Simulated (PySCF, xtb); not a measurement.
2-iodocyclopenta-1,3-diene (C5H5I), SMILES IC1=CCC=C1.

GFN2-xTB run with xtb 6.7.1 at its own geometry gives an orbital gap of 3.54 eV and a dipole moment of 4.22 D.

Coordinates come from a PBE0-D3(BJ)/def2-SVP optimisation. The def2 effective core potentials stand for the cores of I; spin–orbit coupling is left out. The values are those of a single conformer.

Task: What does PBE/def2-TZVP run with PySCF give? (The exact figures need the calculation; the answer reports its results.)

Result: gap 3.63 eV (levels -5.47 and -1.85 eV), dipole 2.00 D.
